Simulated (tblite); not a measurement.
Species: C2H8NPSi.
Geometry (GFN2-xTB, Å), atoms numbered from 1 in this order:
```xyz
13
C2H8NPSi angstrom
C      2.325    0.361   -0.073
C      1.093   -0.409    0.251
N      0.039   -0.278   -0.416
Si    -1.564   -0.871   -0.349
P     -2.880    0.837    0.292
H      3.138   -0.327   -0.303
H      2.629    0.950    0.791
H      2.151    1.017   -0.921
H      1.183   -1.093    1.104
H     -1.862   -1.195   -1.740
H     -1.872   -1.988    0.555
H     -2.080    1.234    1.349
H     -2.305    1.763   -0.557
```

Computed with GFN2-xTB (tblite): harmonic, unscaled wavenumbers at the GFN2-xTB geometry, gas phase. This tight-binding method is rough: wavenumbers can miss measured ones by several per cent, in bad cases by 10 to 20. Modes of hydrogen on phosphorus and silicon can be 10 to 20 % off. One conformer, not necessarily the lowest.

Harmonic wavenumbers (cm⁻¹): 63.4, 68.7, 96.9, 159.1, 167.3, 241.4, 409.6, 455.2, 477.1, 566.8, 636.4, 700.0, 718.4, 766.9, 793.0, 801.4, 1018.3, 1020.5, 1117.5, 1148.3, 1334.6, 1378.7, 1453.4, 1454.3, 1744.8, 2178.3, 2278.8, 2309.1, 2398.4, 2835.4, 3005.6, 3017.8, 3062.8.

A = 6799, B = 1322, C = 1168 MHz; mass 105.016 u (most abundant isotopes); point group C1, symmetry number 1.

Q: What is the zero-point energy?

A: Half the sum of the wavenumbers: 19939 cm⁻¹ = 57.01 kcal/mol.

Q: What is S at 273.15 K and 1 bar for an ideal gas of classical rigid rotors and harmonic oscillators?

A: Translation 39.45, rotation 27.56, vibration 21.87: S = 88.9 cal/(mol K).

Q: And Cp and H(273.15 K) − H(0)?

A: Cp = 29.23 cal/(mol K), of which vibrations give 21.28 (their classical limit is 33 R = 65.6); H(273.15 K) − H(0) = 5.27 kcal/mol without the zero-point energy, 3.10 from vibrations.

Q: Blend soft modes into free rotors: weight 1/[1 + (100 cm⁻¹/ν̃)⁴] for the oscillator and the rest for a rotor with moment μB/(μ + B), μ = h/(8π²ν), B = 10⁻⁴⁴ kg m². What vibrational entropy results?

A: 20.04 cal/(mol K) in place of 21.87, which changes −T·S at 273.15 K by +0.50 kcal/mol.

Q: What must be added to the electronic energy to get the Gibbs energy at 273.15 K and 1 bar?

A: ZPE + [H(273.15 K) − H(0)] − T·S = 57.01 + 5.27 − 24.28 = 38.00 kcal/mol.

Q: Which modes carry the vibrational entropy at 273.15 K?

A: 63.4 cm⁻¹: 4.18; 68.7 cm⁻¹: 4.02; 96.9 cm⁻¹: 3.35; 159.1 cm⁻¹: 2.40; 167.3 cm⁻¹: 2.30; 241.4 cm⁻¹: 1.64 cal/(mol K); the other 27 give 4.00 together.

Hindered rotation and anharmonicity are outside this model. Other conformers, if any are populated, would add a mixing term that is left out. The structure is chiral; the term R ln 2 for an equal mix with its mirror image is left out.

The run took 0.35 s of wall time on Arm Neoverse V1, one thread, shared host with 32 logical CPUs at a one-minute load of 28. The figure is for the frequency step alone.
